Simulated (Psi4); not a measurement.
**How methods differ on GeH2S2 (SMILES [SH][Ge][SH])**

GeH2S2: 5 atoms, total charge 0, spin state singlet. As SMILES, `[SH][Ge][SH]`. Geometry: optimised at PBE0/def2-TZVP. This is one conformer, not always the lowest.

```xyz
5

S    -1.4725    0.0349   -0.9705
Ge    0.2923    1.3832   -0.6517
S     1.5505    0.2317    0.8059
H    -1.1526   -0.9930   -0.1668
H     0.8010   -0.8710    0.9695
```

Quantity: the HOMO–LUMO gap, in eV. The values are calculated.

| level | kind | program | value (eV) | CPU time |
| --- | --- | --- | --- | --- |
| PBE-D4/def2-TZVPP (density fitting) | GGA | Psi4 | 3.35 | 64 s |
| r2SCAN-D4/def2-TZVPP (density fitting) | meta-GGA | Psi4 | 3.63 | 3.4 min |
| B3LYP-D4/def2-TZVPP (density fitting) | global hybrid | Psi4 | 4.70 | 49 s |
| PBE0-D4/def2-TZVPP (density fitting) | global hybrid | Psi4 | 5.06 | 49 s |
| wB97M-V/def2-TZVPP (density fitting) | range-separated hybrid | Psi4 | 9.04 | 3.2 min |

All-electron rows without a relativistic Hamiltonian named are non-relativistic. The values span 3.35 to 9.04 eV. Orbital gaps aren't excitation energies; they tend to grow with the share of exact exchange. Times are those of the runs behind each value, whatever else they computed, on shared processors of several kinds: orders of magnitude only.
